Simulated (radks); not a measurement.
Results of a calculation; reference values are marked as such.
Problem. These are the eigenvalues of the occupied orbitals of an atom or ion with whole-number occupations (eV). Level of theory: non-relativistic Kohn-Sham, PBE, spin-polarised, spherical densities, point nucleus (a radial shooting solver on a logarithmic mesh with Libxc functionals).

| orbital | eigenvalue |
|---|---|
| 1s up | -8167.737 |
| 1s down | -8167.111 |
| 2s up | -1005.716 |
| 2s down | -1003.887 |
| 2p up | -883.5283 |
| 2p down | -882.0176 |
| 3s up | -150.5535 |
| 3p up | -112.9471 |
| 3p down | -108.8986 |
| 3d up | -49.9783 |
| 3d down | -46.3997 |

Which element is it, and in what charge state? The configuration may be excited. Open shells, if any, are filled with parallel spins first.

Solution. Z = 28, nickel, charge +3: Ni3+ in [Ne] 3s1 3p6 3d8. The list shows which subshells hold electrons but not how many an open one holds; the 1s level, -300.16 hartree, gives Z - s = 24.5 by -(Z - s)^2/2, which with screening narrows Z to a few neighbours, and the depths of the outer levels then fix element, charge and occupations together.
